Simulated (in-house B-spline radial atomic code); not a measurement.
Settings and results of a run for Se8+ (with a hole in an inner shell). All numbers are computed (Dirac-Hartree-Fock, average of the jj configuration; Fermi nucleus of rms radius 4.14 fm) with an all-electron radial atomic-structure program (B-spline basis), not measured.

In the input, a minus or plus after the letter marks the j = l - 1/2 or j = l + 1/2 subshell.

Command:
```bash
python run_scf.py task.json out
```
Settings (nuclear radius in fm, mass in u):
```
Z                34
configuration    1s2 2s2 2p6 3s2 3p-1 3p+4 3d9
hamiltonian      dirac
method           hf
spin_polarised   False
nucleus          fermi
rms_radius       4.14
atomic_mass      79.91652
speed_of_light   137.035999084
```

Output (hartree, bohr):
```
 radial grid: 64 intervals, B-splines of order 8, outer radius 7.931 bohr

 iter        energy (Eh)    residual
    1      -2371.7251555    1.44e+00
    2      -2396.0614179    7.46e-01
    3      -2402.0822504    2.21e-01
    4      -2402.6824607    6.62e-02
    5      -2402.7241120    2.77e-02
    6      -2402.7353225    1.34e-03
    7      -2402.7353372    3.56e-05
    8      -2402.7353372    2.41e-06
    9      -2402.7353372    1.75e-07

 total energy                    -2402.735337
 kinetic                           2461.39565
 electron-nucleus                 -5650.66569
 electron-electron                  786.53471

 first-order corrections (not in the total)
   Gaunt                            1.27709
   retardation                     -0.12039
   frequency dependence            -0.00537
   self-energy                      0.86596
   Uehling                         -0.08598
   Wichmann-Kroll                   0.00087
   recoil                           0.01214

 orbital      occ     eigenvalue          <r>       <r^2>       <1/r>       <r^4>       r_max    small
 1s1/2      2.000     -474.68115    0.0440577  0.00261358     34.5685 1.76344e-05      0.0288  1.52e-02
 2s1/2      2.000      -68.46675     0.194822   0.0448174     7.72161  0.00348602      0.1641  3.01e-03
 2p1/2      2.000      -61.78311     0.168597   0.0349052     7.64248  0.00247169      0.1297  2.97e-03
 2p3/2      4.000      -60.30367     0.172013   0.0361893     7.42062  0.00262873      0.1327  2.91e-03
 3s1/2      2.000      -14.74746     0.559997    0.359216     2.55264    0.200458      0.4971  7.36e-04
 3p1/2      1.000      -12.57016     0.562397    0.368133     2.45354    0.221542       0.489  6.96e-04
 3p3/2      4.000      -12.24773     0.571899    0.380375      2.3941    0.236259      0.4967  6.76e-04
 3d3/2      3.600       -8.18467     0.571408    0.394437     2.17495     0.30263      0.4383  5.74e-04
 3d5/2      5.400       -8.25983     0.572997    0.395856     2.16368    0.302843      0.4412  5.70e-04
```

Time taken, with all properties: 1.2 s on 1 thread of Arm Neoverse N1, with other jobs on the host.

For the Dirac Hamiltonian the kinetic term is c α·p + (β - 1)c².
